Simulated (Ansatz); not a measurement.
Consider the ligand exchange at the Si–C bond: `C[SiH3]` + `O[Si](O)(F)O[SiH3]` → `O[Si](F)(O[SiH3])O[SiH3]` + CH₄.

Gas-phase electronic energies from Ansatz, PBE0-D4/def2-TZVP geometries. CCSD(T)/CBS adds triple-zeta CCSD(T) − MP2 to the extrapolated MP2 energy (def2 sets, frozen cores). This one scheme is used for every species. DFT in def2-TZVPP. B3LYP here is the variant with VWN-RPA as its local correlation; programs differ in this. Each species was taken in one conformer, which may not be the lowest.

```json
{"level": "PBE0-D4", "ΔE (kJ/mol)": "-102.0"}
{"level": "PBE0", "ΔE (kJ/mol)": "-98.5"}
{"level": "B3LYP", "ΔE (kJ/mol)": "-110.5"}
{"level": "HF/CBS(def2)", "ΔE (kJ/mol)": "-130.8"}
```

**Question.** What does CCSD(T)/CBS give? (Estimate.)

**Answer.** Ansatz gave: -111.2 kJ/mol. The listed levels differ from it by 9.2, 12.7, 0.7, -19.6 kJ/mol.

Largest T1 diagnostic among the species: 0.011.

The D4 term adds −5.3 kJ/mol with B3LYP and −3.5 kJ/mol with PBE0; it sums over pairs of atoms, weighted by their polarisabilities, and B3LYP, whose exchange is more repulsive, gets the larger term. In def2-TZVPP, CCSD(T) changes the Hartree–Fock value by +17.8 kJ/mol (the triples alone add +2.1 kJ/mol) and MP2 by +16.1 kJ/mol.
